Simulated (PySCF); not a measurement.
Method: PBE-D3(BJ)/def2-TZVP // B3LYP-D3(BJ)/def2-SVP in PySCF. Isolated molecules, 0 K electronic values unless said otherwise. One relaxed conformer stands for a flexible species; it need not be the lowest. Excitations are Tamm–Dancoff values on a coarser integration grid. The basis has no diffuse functions, so Rydberg states are missing or too high.

Reference species (SMILES): `[Si](N)(N)(N)N` (neutral, multiplicity 1).

```yaml
T1 excitation (TDA): 5.16 eV
HOMO: -5.28 eV
LUMO: -0.03 eV
```

Changed species: `CC[Si](N)(N)CC` (2 of 4 NH2 replaced by C2H5; the reference has 0 of 4 NH2 replaced by C2H5).

Q: Predict the effect on the T1 excitation (TDA), HOMO and LUMO.

A: the T1 excitation (TDA) rises by 0.11 eV, to 5.27 eV; the HOMO falls by 0.18 eV, to -5.46 eV; the LUMO falls by 0.07 eV, to -0.10 eV.
